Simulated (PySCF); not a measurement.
C₅H₅Cl. Atoms are numbered in the order given.

```xyz
11

C     -3.3443    -0.9000     0.6343
C     -2.1246    -0.7926     0.0906
C     -0.9319    -0.4572     0.8579
C      0.2802    -0.3524     0.3516
C      1.4819    -0.2583    -0.1486
Cl     2.1431     1.2234    -0.7758
H     -4.2173    -1.1513     0.0282
H     -3.5067    -0.7382     1.7044
H     -1.9848    -0.9579    -0.9826
H     -1.0626    -0.2823     1.9350
H      2.1716    -1.1054    -0.2122
```

Geometry: PBE0-D3(BJ)/def2-SVP. This is a generated structure with no PubChem entry under its InChIKey; it may be hypothetical. The values are those of a single conformer.

Calculation: PBE/pcSseg-1 run with PySCF.

GIAO shieldings, no solvent; atoms listed in one row are averaged. δ = σ(ref) − σ: ¹³C against TMS (σ = 182.0 ppm); ³⁵Cl against HCl (σ = 936.5 ppm); ¹H against TMS (σ = 31.49 ppm), references at their B3LYP-D3(BJ)/def2-TZVP geometries, non-relativistic (without spin–orbit terms, shifts of atoms bonded to Cl or Br come out too high).

Computed chemical shifts:
| nucleus | atoms | count | δ (ppm) |
|---|---|---|---|
| ¹³C | C4 | 1 | 222.5 |
| ¹³C | C2 | 1 | 141.8 |
| ¹³C | C1 | 1 | 128.5 |
| ¹³C | C3 | 1 | 111.5 |
| ¹³C | C5 | 1 | 103.1 |
| ³⁵Cl | Cl6 | 1 | 207.1 |
| ¹H | H10 | 1 | 6.64 |
| ¹H | H11 | 1 | 6.62 |
| ¹H | H9 | 1 | 6.60 |
| ¹H | H8 | 1 | 5.85 |
| ¹H | H7 | 1 | 5.75 |
